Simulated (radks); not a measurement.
The numbers below are computed, except where a source is named.
Q: S, configuration [Ne] 3s2 3p4. Level of theory: Dirac Kohn-Sham, revPBE, spin-unpolarised, spherical densities, point nucleus; open shells fill j = l - 1/2 first (a radial shooting solver on a logarithmic mesh with Libxc functionals).

Spin-orbit splittings of the eigenvalues, e(l+1/2) - e(l-1/2), with zeta = 2 splitting/(2l+1) and mean radii in bohr:

| shell | occ. | splitting (eV) | zeta (eV) | <r> j=l-1/2 | <r> j=l+1/2 |
|---|---|---|---|---|---|
| 2p | 6 | 1.262 | 0.8414 | 0.4408 | 0.4431 |
| 3p | 4 | ? | ? | 2.065 | 2.074 |

Estimate the 3p splitting.

A: 0.08288 eV (zeta = 0.05525 eV).
